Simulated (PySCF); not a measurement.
System: 1,2-dihydrodisiline, C₄H₈Si₂, charge 0, multiplicity 1. SMILES: C1=CC=C[SiH2][SiH2]1
Structure (B3LYP-D3(BJ)/def2-TZVP (Ansatz) minimum search):
```xyz
14

C      1.7654     0.6976    -0.1593
C      0.7485     1.5552    -0.3464
Si    -1.0733     1.1516    -0.2521
Si    -1.0987    -1.1273     0.2526
C      0.7136    -1.5716     0.3460
C      1.7494    -0.7371     0.1584
H      2.7735     1.0951    -0.2501
H      1.0269     2.5811    -0.5743
H     -1.7269     1.4763    -1.5458
H     -1.7206     1.9929     0.7871
H     -1.7588    -1.4372     1.5467
H     -1.7652    -1.9538    -0.7862
H      0.9691    -2.6034     0.5738
H      2.7484    -1.1570     0.2487
```
Charge 0, spin multiplicity 1.

Dispersion corrections to the total energy (kcal/mol) from the dftd3 and dftd4 libraries through PySCF: D3(BJ) without and D4 with the three-body term, each with the damping fitted for the functional named.

```csv
functional,D3(BJ),D4
revPBE,___,-27.36
BLYP,-20.71,___
BP86,-16.34,-13.11
B2PLYP,-8.38,-6.68
TPSS,-12.20,-12.84
PBE0,-8.50,-8.13
PW6B95,___,-7.85
```

Task: Fill in the missing entries.

Result: 
- revPBE, D3(BJ): -22.77
- BLYP, D4: -20.69
- PW6B95, D3(BJ): -5.56
